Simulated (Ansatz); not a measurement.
`O[SiH2]N[SiH2]F` and `F[SiH2][NH][GeH3]` differ in one atom or group.

Ansatz, PBE0-D4/def2-TZVP geometries, multiplicity 1. Each molecule was computed in one conformer, which needn't be the lowest.

Scalar relativity is left out up to krypton.

```
                                        property  `O[SiH2]N[SiH2]F`
           LUMO energy (ωB97M-V/def2-TZVPP) / eV               1.83
  size of the dipole moment (PBE/def2-TZVPP) / D               1.91
         HOMO–LUMO gap (ωB97M-V/def2-TZVPP) / eV              12.61
           HOMO–LUMO gap (B3LYP/def2-TZVPP) / eV               8.20
  zero-point energy (PBE0-D4/def2-TZVP) / kJ/mol              181.2
size of the dipole moment (B3LYP/def2-TZVPP) / D               1.94
```

Give the same properties after the change, and the shifts. (An estimate is asked.)

Ansatz gave: 
```
                                        property  `F[SiH2][NH][GeH3]`  shift
           LUMO energy (ωB97M-V/def2-TZVPP) / eV                 1.73  -0.10
  size of the dipole moment (PBE/def2-TZVPP) / D                 1.95   0.04
         HOMO–LUMO gap (ωB97M-V/def2-TZVPP) / eV                11.95  -0.66
           HOMO–LUMO gap (B3LYP/def2-TZVPP) / eV                 7.49  -0.71
  zero-point energy (PBE0-D4/def2-TZVP) / kJ/mol                157.8  -23.4
size of the dipole moment (B3LYP/def2-TZVPP) / D                 2.00   0.06
```

With PBE0 the HOMO rises by 0.52 eV and the LUMO falls by 0.22 eV, so the gap narrows by about 0.74 eV. PBE moves the HOMO by 0.49 eV and ωB97M-V by 0.56 eV. The zero-point energy changes by -23.4 kJ/mol with -3 modes. Dipoles are sizes alone; their direction can turn.

Positive LUMOs are unbound, so they and the gaps depend on the basis.

B3LYP here is the variant with VWN-RPA as its local correlation; programs differ in this.
